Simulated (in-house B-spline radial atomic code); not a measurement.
Al²⁺. Computed with a B-spline radial atomic code. Model: non-relativistic spherical atom: semilocal Troullier-Martins pseudo-atom, one channel per l, against all electrons, high spin, G0W0 and RPA with empty states to l = 8, local potential for every l without a channel, a model core (radius 0 = none) keeps its share of the functional.

What the tables leave out is listed at the end.

The pseudopotential gives back the lowest level of each angular momentum of its own functional in the configuration it was made in; a second state of the same l is only approximately right. Exact exchange, RPA and GW see the smooth pseudo-orbitals and miss the exchange with the core, for which the functional's share stands in. The column with an uncorrelated core keeps all orbitals and exact exchange, and so separates missing core correlation from pseudisation. Only the three outermost levels and the lowest empty one were computed. RPA here is direct RPA, with no exchange kernel, and its energies carry an (l + 1/2)⁻⁴ tail. A hybrid on a potential with a model core restores only its own semilocal share of the core's exchange.

Command:
```bash
python run_psgw.py task.json out
```
Settings (lengths in bohr, energies in hartree):
```
Z                      13
electrons              11
configuration          [Ne] 3s1
generated_in           [Ne] 3s2 3p1
functional             pbe,pbe
core_shells            1
radius_factor          1.15
core_correction        False
ion_configuration      [He] 2s2 2p6
```

Run time, properties included: 21 s on 1 thread of Arm Neoverse V2 (shared host).

Given: made with PBE; model core radius 0 bohr; local radius 0.596 bohr; mean-field start PBE.

Valence shells of the generating configuration: 2s, 2p, 3s, 3p.

Channel: s 0.57, p 0.743 (radii in bohr).

Computed: largest level miss in the spin-unpolarised generating configuration 0.031 eV; valence RPA correlation energy all-electron orbitals -0.52508 hartree; valence RPA correlation energy pseudo -0.50294 hartree; all-electron RPA polarisability, core included 8.997 bohr³; ionisation by mean-field pseudo minus all 0.029 eV; ionisation by RPA all-electron 29.068 eV; ionisation by RPA pseudo minus all 0.11 eV.

| level | occupied | mean-field all-electron (eV) | mean-field pseudo minus all (eV) | G0W0 all-electron (eV) | G0W0 uncorrelated core minus all (eV) | G0W0 pseudo minus all (eV) | exchange self-energy all-electron (eV) | exchange self-energy pseudo (eV) |
| --- | --- | --- | --- | --- | --- | --- | --- | --- |
| 3s up | 1 | -24.44 | -0.018 | -29.178 | 0.003 | -0.091 | -13.494 | -13.264 |
| 3s down (empty) | 0 | -22.03 | -0.024 | -18.831 | 0.003 | -0.069 | -2.5054 | -2.2335 |

Problem. What is the pseudo-atom RPA polarisability?

Solution. 8.9055 bohr³.

Problem. What is the ionisation by mean-field all-electron?

Solution. 28.822 eV.

Given: mean-field start PBE0.

Computed: valence RPA correlation energy pseudo -0.48374 hartree; all-electron RPA polarisability, core included 7.7211 bohr³; ionisation by mean-field all-electron 28.684 eV; ionisation by mean-field pseudo minus all 0.049 eV; ionisation by RPA all-electron 28.954 eV; ionisation by RPA pseudo minus all 0.107 eV.

| level | occupied | mean-field all-electron (eV) | mean-field pseudo minus all (eV) | G0W0 all-electron (eV) | G0W0 uncorrelated core minus all (eV) | G0W0 pseudo minus all (eV) | exchange self-energy all-electron (eV) | exchange self-energy pseudo (eV) |
| --- | --- | --- | --- | --- | --- | --- | --- | --- |
| 3s up | 1 | -25.456 | -0.038 | -29.114 | 0.003 | -0.091 | -13.353 | -13.14 |
| 2p down | ? | ? | ? | ? | ? | ? | ? | ? |
| 2p up | 1 | -95.055 | 0.139 | -104.57 | 0.06 | 0.486 | -60.326 | -58.257 |
| 3s down (empty) | 0 | -20.928 | -0.037 | -18.747 | 0.003 | -0.062 | -2.2576 | -2.0131 |

Problem. What belongs in the row 2p down?

Solution. occupied: 1; mean-field all-electron (eV): -94.802; mean-field pseudo minus all (eV): 0.162; G0W0 all-electron (eV): -104.31; G0W0 uncorrelated core minus all (eV): 0.061; G0W0 pseudo minus all (eV): 0.525; exchange self-energy all-electron (eV): -60.089; exchange self-energy pseudo (eV): -57.959.

Problem. What is the valence RPA correlation energy all-electron orbitals?

Solution. -0.50461 hartree.

Problem. What is the pseudo-atom RPA polarisability?

Solution. 7.6295 bohr³.

Given: mean-field start Hartree-Fock.

Computed: valence RPA correlation energy all-electron orbitals -0.45583 hartree; valence RPA correlation energy pseudo -0.43795 hartree; pseudo-atom RPA polarisability 5.5317 bohr³; ionisation by mean-field all-electron 28.04 eV; ionisation by RPA all-electron 28.741 eV; ionisation by RPA pseudo minus all 0.106 eV.

| level | occupied | mean-field all-electron (eV) | mean-field pseudo minus all (eV) | G0W0 all-electron (eV) | G0W0 uncorrelated core minus all (eV) | G0W0 pseudo minus all (eV) | exchange self-energy all-electron (eV) | exchange self-energy pseudo (eV) |
| --- | --- | --- | --- | --- | --- | --- | --- | --- |
| 3s up | 1 | -28.062 | -0.102 | -28.925 | 0.003 | -0.099 | -12.915 | -12.754 |
| 2p down | 1 | -107.72 | 0.482 | -105.81 | 0.067 | 0.546 | -60.182 | -58.005 |
| 2p up | ? | ? | ? | ? | ? | ? | ? | ? |
| 3s down (empty) | 0 | -17.329 | -0.057 | -18.523 | 0.002 | -0.054 | -1.5384 | -1.3767 |

Problem. What belongs in the row 2p up?

Solution. occupied: 1; mean-field all-electron (eV): -108.01; mean-field pseudo minus all (eV): 0.433; G0W0 all-electron (eV): -106.06; G0W0 uncorrelated core minus all (eV): 0.066; G0W0 pseudo minus all (eV): 0.508; exchange self-energy all-electron (eV): -60.429; exchange self-energy pseudo (eV): -58.31.

Problem. What is the ionisation by mean-field pseudo minus all?

Solution. 0.102 eV.

Problem. What is the all-electron RPA polarisability, core included?

Solution. 5.6269 bohr³.

Among the listed levels the largest G0W0 shift of the pseudo-atom is +0.55 eV, for 2p down on the Hartree-Fock start, while leaving the core uncorrelated moves that level by +0.07 eV. So pseudisation and the lost core exchange, not the missing core correlation, make the error. Not in the tables (levels of low weight, unsolved or above zero; the highest and the empty levels are kept at any weight): on PBE the G0W0 levels 2p down (pseudo minus all +0.39 eV, weights 0.62 and 0.58), 2p up (pseudo minus all +0.36 eV, weights 0.62 and 0.58).
